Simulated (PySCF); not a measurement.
Polarisability and C₆ of Al²⁺ (aluminium, charge +2)

[Ne] 3s1, 2S determinant. Calculation: PySCF 2.14, in aug-cc-pVTZ-DK (6s5p3d2f, 50 functions); the spin-free X2C one-electron Hamiltonian (Gaussian nucleus). Coupled (time-dependent) response in atomic units; α is the mean over directions.

```
   method  mean α (bohr³)  C₆ (like pair)  S(−4)
      UHF           15.16           42.47  257.0
      PBE           13.39           35.17  202.5
     PBE0           13.92           37.27  218.3
CAM-B3LYP           12.80           32.86  185.1
   M06-2X           11.51           28.07  150.0
```

S(−4) is the Cauchy moment in α(ω) = α(0) + S(−4) ω² + …

α(iu) at PBE0:

```csv
u (hartree),α(iu) (bohr³)
0,13.92
0.0500,13.39
0.100,12.03
0.200,8.578
0.300,5.832
0.500,2.937
0.750,1.547
1.00,0.9683
1.50,0.5092
2.00,0.3302
3.00,0.1827
5.00,0.08439
```

A single London oscillator, α(iu) = α/(1 + u²/ω²), gives C₆ = (3/4) ω α². Matching the computed C₆ needs ω = 4 × 37.27 / (3 × 13.92²) = 0.256 hartree.

For an ion, C₆ is the dispersion term alone; charge-induced terms of lower order in 1/R come first.
